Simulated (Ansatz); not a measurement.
A search over several starts for the lowest SCF solution of CuBr2, that is [CuBr2]- with one electron fewer at the given spin, in a small basis.

```yaml
crystal:
  periodic: [false, false, false]
  atoms:
    - {symbol: Cu, position_ang: [-0.000130, -0.000081, 0.000108]}
    - {symbol: Br, position_ang: [-0.015838, -0.019985, 2.272434]}
    - {symbol: Br, position_ang: [0.015969, 0.020056, -2.272542]}
basis:
  gaussian: {orbitals: def2-SVP}
magnetization: {spin_polarized: true, initial_magnetization: 1}
hamiltonian: {xc: pbe0, dispersion: d4}
output: {orbitals: {seedname: orbitals}}
```

```sh
$ ansatz run in.yaml --threads 2 --pin off --events-out ev --progress --plain --max-ram 4352MiB
```

Output, abridged:

```
Functional definition: PBE0
956 factors; integrals over basis functions are off by at most 1.0e-3 eV
mean field evaluation 1: about -184686.3402 eV, gradient 2.8e1 eV
mean field evaluation 2: about -184644.3817 eV, gradient 1.3e2 eV
mean field evaluation 4: about -184688.9566 eV, gradient 6.3e0 eV
mean field evaluation 8: about -184689.1259 eV, gradient 4.3e-1 eV
mean field evaluation 16: about -184689.1269 eV, gradient 3.1e-4 eV
mean field evaluation 32: about -184689.1269 eV, gradient 5.5e-3 eV
mean field -184689.12688250 eV, -6787.2002261453 hartree, gradient 6.3e-6 eV, S^2 0.753771; 4 other end points of the search recorded, 0 dependent functions left out
reference -184689.12692781 eV, -6787.2002278106 hartree; 50, 49 occupied and 45, 46 virtual orbitals, 956 factors
Total energy: -184689.19772848 eV, -6787.2028296872 hartree
```

Run time 26 s (2 threads of Arm Neoverse V2 on a shared host), peak host memory 0.6 GiB.
